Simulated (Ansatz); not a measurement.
Mulliken charges of `[OH][AlH][CH]=S` from PBE/def2-TZVPP in Ansatz (PBE0-D4/def2-TZVP geometry).

```csv
atom,x (Å),y (Å),z (Å),charge (e)
O1,-1.751,0.544,0.267,-0.371
Al2,-0.085,0.813,0.345,0.476
C3,1.057,-0.662,-0.306,-0.140
S4,0.303,-1.987,-0.854,-0.161
H5,-2.057,-0.296,-0.083,0.179
H6,0.444,2.183,0.915,-0.106
H7,2.151,-0.663,-0.329,0.122
```

Problem. By hand: the dipole of these point charges (1 e Å = 4.8032 D).

Solution. Σ q r = (0.260, 0.232, 0.094) e Å, of length 0.361 e Å = 1.73 D.

Problem. How does the dipole of the full density compare? (An estimate is asked.)

Solution. Ansatz gave: (0.242, -0.002, -0.006) e Å, 1.16 D; the point charges give 1.49 times that, at 45° from its direction.

Point charges leave out the atoms' own dipoles, such as those of lone pairs, and Mulliken's split depends on the basis, so the two needn't agree.
